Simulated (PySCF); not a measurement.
C₃HF₄, SMILES [CH]=C(F)C(F)(F)F, multiplicity 2.

Geometry: B3LYP-D3(BJ)/def2-SVP. The isomer is the one that the SMILES or the coordinates give; other isomers of the formula were not compared.

Level of theory: PySCF with TDA-PBE/def2-SVPD.

Vertical excitations. Gas-phase values at a fixed geometry.

Computed UV-visible absorptions:
```csv
state,energy (eV),λ (nm),f,main pairs
root 1,2.45,506,0.001,β HOMO→LUMO 99 %
root 2,4.59,270,0.000,"α HOMO−1→LUMO 49 %, β HOMO→LUMO+1 49 %"
root 3,4.86,255,0.005,β HOMO−1→LUMO 98 %
root 4,5.08,244,0.001,α HOMO→LUMO 98 %
root 5,5.47,227,0.000,β HOMO−2→LUMO 100 %
root 6,6.01,206,0.001,β HOMO−3→LUMO 100 %
root 7,6.13,202,0.013,β HOMO−4→LUMO 98 %
root 8,6.59,188,0.001,β HOMO−5→LUMO 97 %
root 9,7.00,177,0.002,β HOMO−6→LUMO 99 %
root 10,7.06,176,0.019,α HOMO→LUMO+1 87 %
```
Unrestricted roots are not spin-pure.
